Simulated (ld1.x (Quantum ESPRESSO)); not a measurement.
Cd, RRKJ: configuration errors across variants

* Element: cadmium (Cd)
* Generator: ld1.x (Quantum ESPRESSO) 7.5
* Type: norm-conserving RRKJ (Kleinman–Bylander form)
* Functional: PBEsol
* Relativity: scalar-relativistic
* Frozen core: [Ar] 3d10
* Valence charge: 20
* Reference configuration: 4s2 4p6 4d10 5s2 5p0
* Partial waves: 4s (bound): rc 1.25 bohr; 4d (bound): rc 1.65 bohr; 4p (bound): rc 0.90 bohr
* Local potential: the p channel
* Core correction: none

Occupied shells without a wave of their own: 5s. They enter only through the test configuration that unscreens the potential.

All-electron excitation energies from the reference (eV): (1) 4s2 4p6 4d10 5s1 5p0 9.308; (2) 4s2 4p6 4d10 5s0 5p0 26.404; (3) 4s2 4p6 4d9 5s0 5p0 64.402; (4) 4s2 4p6 4d10 5s1 5p1 4.729; (5) 4s2 4p6 4d10 5s1.5 5p0 3.731; (6) 4s2 4p6 4d9 5s2 5p0 17.975; (7) 4s1 4p6 4d10 5s2 5p0 113.409.

For the base: The 5s level has no wave, so the channel is fitted at the deeper level alone: the likely source of the large errors.

1 further variants failed, have other tests or too few solved ones, and are left out.

A true bound ghost makes a file unfit for plane-wave use even where its test errors are small: the radial tests pick states by their node count and pass the ghost by.

The file “wave 4p (bound): rc 0.90 bohr becomes 4p (bound): rc 0.64 bohr” misses its own reference levels by 0.5 eV. The file “wave 4p (bound): rc 0.90 bohr becomes 4p (bound): rc 1.38 bohr” misses its own reference levels by 0.3 eV.

Errors AE − PS in meV (a dash: test not solved or not reliable):

| change | (1) | (2) | (3) | (4) | (5) | (6) | (7) | bound ghosts |
| --- | --- | --- | --- | --- | --- | --- | --- | --- |
| base | -193 | -484 | -698 | -142 | -85 | +1.6 | -133 | none |
| wave 4p (bound): rc 0.90 bohr becomes 4p (bound): rc 0.64 bohr | -637 | -1604 | -2293 | -336 | -280 | +5.5 | -48 | s |
| wave 4p (bound): rc 0.90 bohr becomes 4p (bound): rc 0.78 bohr | -232 | -582 | -836 | -164 | -102 | +1.4 | -128 | none |
| wave 4p (bound): rc 0.90 bohr becomes 4p (bound): rc 0.84 bohr | -205 | -513 | -738 | -148 | -90 | +1.6 | -132 | none |
| wave 4p (bound): rc 0.90 bohr becomes 4p (bound): rc 0.92 bohr | -192 | -481 | -693 | -142 | -84 | +1.7 | -134 | none |
| wave 4p (bound): rc 0.90 bohr becomes 4p (bound): rc 1.04 bohr | -200 | -503 | -723 | -146 | -88 | +1.5 | -132 | none |
| wave 4p (bound): rc 0.90 bohr becomes 4p (bound): rc 1.18 bohr | -247 | -619 | -882 | -167 | -109 | +0.3 | -127 | none |
| wave 4p (bound): rc 0.90 bohr becomes 4p (bound): rc 1.26 bohr | -299 | -748 | -1057 | -190 | -132 | -1.4 | -122 | none |
| wave 4p (bound): rc 0.90 bohr becomes 4p (bound): rc 1.38 bohr | -397 | -986 | -1378 | -231 | -175 | -4.9 | -114 | none |

Q: Give the same row for: wave 4p (bound): rc 0.90 bohr becomes 4p (bound): rc 1.12 bohr.

A: -223, -559, -800, -156, -98, +1.0, -130; bound ghosts: none.
